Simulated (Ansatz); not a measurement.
Program: Ansatz. Geometries: PBE0-D4/def2-TZVP. ΔE: electronic, gas phase. CCSD(T)/CBS adds triple-zeta CCSD(T) − MP2 to the extrapolated MP2 energy (def2 sets, frozen cores). This one scheme is used for every species. DFT in def2-TZVPP. HSE06 is defined as in plane-wave codes. For Ge outer-core shells are correlated without core-valence functions, which leaves a few kJ/mol of doubt a bond. Scalar relativity is left out up to krypton.

`[CH3][Ge]([Cl])([Cl])[Cl]` + H–F → `[F][Ge]([Cl])([Cl])[Cl]` + CH₄  (ligand exchange at a Ge–C bond)

| level | ΔE (kcal/mol) |
| --- | --- |
| PBE-D4 | -11.5 |
| PBE0 | -11.7 |
| HSE06 | -11.6 |
| CAM-B3LYP | -14.9 |

Task: What does CCSD(T)/CBS give? (An estimate is asked.)

Result: Ansatz gave: -9.9 kcal/mol. The listed levels differ from it by -1.6, -1.8, -1.7, -5.0 kcal/mol.

Task: What do rigid-rotor, harmonic-oscillator terms from PBE0-D4/def2-TZVP frequencies (298.15 K, 1 bar) make of the CCSD(T)/CBS value? (An estimate is asked.)

Result: Ansatz gave: ΔZPE = +0.6 kcal/mol, ΔH = -9.7 kcal/mol, ΔS = -7 J/(mol·K), ΔG = -9.2 kcal/mol.

Largest T1 diagnostic among the species: 0.010.

From BLYP to BHLYP (50 % exact exchange), in def2-TZVPP and without D4, ΔE moves by +0.9 kcal/mol. At CCSD(T), def2-SVP lies −6.7 kcal/mol from the extrapolated value and def2-TZVPP −1.4 kcal/mol.
